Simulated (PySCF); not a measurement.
Simulated N 1s region for `N[SiH2]N[SiH3]`, binding energy against the vacuum level.

Every computed line was given a Gaussian of 0.7 eV full width at half maximum and an area set by the number of equivalent atoms; the highest printed point is 100. Level of theory: delta-SCF UKS SCAN, pcX-2 on the ionised atom, pcseg-1 elsewhere, spin-free X2C in PySCF.

(binding energy (eV), intensity): (403.1, 0), (403.2, 1), (403.3, 3), (403.4, 6), (403.5, 12), (403.6, 23), (403.7, 37), (403.8, 54), (403.9, 71), (404.0, 85), (404.1, 94), (404.2, 99), (404.3, 100), (404.4, 100), (404.5, 99), (404.6, 96), (404.7, 89), (404.8, 77), (404.9, 60), (405.0, 43), (405.1, 27), (405.2, 16), (405.3, 8), (405.4, 4), (405.5, 1), (405.6, 1), (405.7, 0)

Question: Count the maxima, the lines and the sites behind this envelope.

Answer: The curve has 1 maximum (at 404.4 eV). Under it lie 2 lines from 2 inequivalent nitrogen sites. At this width some lines have no maximum of their own.

Question: Decompose the envelope and assign each component. Numbering: `[NH2:1][SiH2:2][NH:3][SiH3:4]`.

Answer: 
```csv
position (eV),relative area,line,atoms,environment
404.08,1,N 1s,N3,nitrogen bridging silicon atoms
404.66,1,N 1s,N1,silicon-bound nitrogen
```

Question: What are the centre and the root-mean-square width of the whole band?

Answer: The area-weighted mean of the lines is 404.37 eV. Their own spread about it is 0.29 eV (rms) and each Gaussian has σ = 0.7/2.355 = 0.30 eV; the variances add, which gives 0.42 eV.

Question: Above which line width would these two lines show one maximum?

Answer: Two equal Gaussians merge once their distance is under 2σ = FWHM/1.177. With 0.58 eV between them that is a full width over 0.68 eV.

The listed N 1s values span 0.58 eV, from N3 (bonded to H and 2 Si) to N1 (bonded to 2 H and Si).

Shake-up satellites, vibrational structure and lifetime widths aren't simulated. Geometry: PBE0-D3(BJ)/def2-SVP, one conformer, isolated molecule.

Shape of the structure used: `[NH2:1][SiH2:2][NH:3][SiH3:4]`: N1–Si2–N3–Si4 139°, H–N1–Si2–N3 147°, H–N1–Si2–N3 -65°.
